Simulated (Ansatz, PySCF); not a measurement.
Mg(NMe2)(SH) (C2H7MgNS), SMILES C[N](C)[Mg][SH]. Atoms are numbered in the order given.

```xyz
12

Mg     0.5142    -0.5461     0.4000
N     -0.2939     0.9141    -0.5253
C     -0.3234     1.0529    -1.9669
C     -0.9590     2.0247     0.1247
H     -1.3602     1.0901    -2.3680
H      0.1813     1.9816    -2.3131
H      0.1841     0.2060    -2.4625
H     -0.4857     3.0017    -0.1172
H     -2.0277     2.1110    -0.1714
H     -0.9365     1.9188     1.2241
S      1.5275    -2.2997     1.5294
H      0.4159    -3.0740     1.5150
```
Charge 0, spin multiplicity 1.

The structure is a stationary point at TPSSh-D3(BJ)/def2-SVP. The structure was generated by enumeration; whether it is a known compound was not checked. One conformer was computed; it need not be the lowest.

Two levels are set side by side: PBE-D3(BJ)/def2-SVP (Ansatz, a first-principles code) and TPSSh-D3(BJ)/def2-SVP (PySCF). Each level has its own optimised geometry; the coordinates shown are those of the second. Frequencies come from the Hessian of PySCF at each geometry. Differences are taken from unrounded values.

| quantity | TPSSh-D3(BJ) | PBE-D3(BJ) | PBE-D3(BJ) minus TPSSh-D3(BJ) |
|---|---|---|---|
| mean bond length (Å) | 1.376 | 1.382 | 0.006 |
| bond Mg1–N2 (Å) | 1.908 | 1.917 | 0.008 |
| bond Mg1–S11 (Å) | 2.319 | 2.320 | 0.001 |
| bond N2–C3 (Å) | 1.449 | 1.447 | -0.002 |
| bond N2–C4 (Å) | 1.449 | 1.447 | -0.002 |
| bond C3–H5 (Å) | 1.112 | 1.122 | 0.009 |
| bond C3–H6 (Å) | 1.112 | 1.121 | 0.009 |
| bond C3–H7 (Å) | 1.105 | 1.112 | 0.008 |
| bond C4–H8 (Å) | 1.112 | 1.121 | 0.009 |
| bond C4–H9 (Å) | 1.112 | 1.122 | 0.009 |
| bond C4–H10 (Å) | 1.105 | 1.112 | 0.008 |
| bond S11–H12 (Å) | 1.355 | 1.364 | 0.010 |
| highest harmonic wavenumber (cm⁻¹) | 3053 | 2994 | -58 |
| mean harmonic wavenumber (cm⁻¹) | 1308 | 1271 | -37 |
| zero-point energy (kcal/mol) | 56.09 | 54.51 | -1.58 |

Exact exchange shortens and stiffens bonds; PBE has none. Differences between two approximate levels are no errors against the true value.
